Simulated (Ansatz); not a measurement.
Consider the redistribution: `[SH][Ti]([SH])([SH])[Cl]` + `[NH2][Al]([NH2])[OH]` → `[OH][Ti]([SH])([SH])[SH]` + `[NH2][Al]([NH2])[Cl]`.

Gas-phase electronic energies from Ansatz, PBE0-D4/def2-TZVP geometries. CCSD(T)/CBS adds triple-zeta CCSD(T) − MP2 to the extrapolated MP2 energy (def2 sets, frozen cores). This one scheme is used for every species. Functionals use def2-TZVPP. B3LYP here is the variant with VWN-RPA as its local correlation; programs differ in this. For Ti outer-core shells are correlated without core-valence functions, which leaves a few kJ/mol of doubt a bond. Scalar relativity is left out up to krypton. Each species was taken in one conformer, which may not be the lowest.

```
             level  ΔE (kJ/mol)  difference from CCSD(T)/CBS
         r2SCAN-D4        -14.0                         -4.3
          B3LYP-D4        -12.6                         -2.9
           ωB97X-V        -23.8                        -14.1
            B2PLYP         -5.6                          4.1
              PBE0        -18.0                         -8.3
    MP2/def2-TZVPP          1.5                         11.2
SCS-MP2/def2-TZVPP         -3.9                          5.8
   CCSD/def2-TZVPP        -19.0                         -9.3
     HF/def2-QZVPP        -27.3                        -17.6
    MP2/def2-QZVPP          3.7                         13.4
       CCSD(T)/CBS         -9.7                            0
```

Largest T1 diagnostic among the species: 0.028, so the coupled-cluster value is less sure than usual.

In def2-TZVPP, CCSD(T) changes the Hartree–Fock value by +17.4 kJ/mol (the triples alone add +6.7 kJ/mol) and MP2 by +31.1 kJ/mol.
